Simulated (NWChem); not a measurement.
C$_{2}$H$_{2}$BFO$_{2}$; SMILES O=C1OCB1F

```xyz
8

O      1.2614    -1.6143     0.0000
C      0.4151    -0.7626     0.0000
O     -0.9735    -0.9950     0.0000
C     -1.4194     0.4165     0.0000
B      0.1089     0.8314     0.0000
F      0.8028     1.9456     0.0000
H     -2.0238     0.6419     0.9039
H     -2.0238     0.6419    -0.9039
```
Atoms are numbered in this order, from 1.

Results from NWChem. Pople sets run with spherical d functions. The geometry was optimised at PBE-D3(BJ)/def2-SVP. Vertical excitations in the gas phase; the lowest state need not have the same character in each row.

| level | lowest excitation, singlet (eV) | oscillator strength of that lowest state | orbital gap (eV) |
|---|---|---|---|
| PBE/6-31+G*, TDA | 3.23 | 0.002 | 2.95 |
| B3LYP/6-31+G*, TDA | 3.63 | 0.003 | 5.00 |
| PBE0/6-31+G*, TDA | 3.71 | 0.003 | 5.47 |
| LDA (Slater exchange, VWN5)/6-31+G*, TDA | 3.18 | 0.002 | 2.87 |
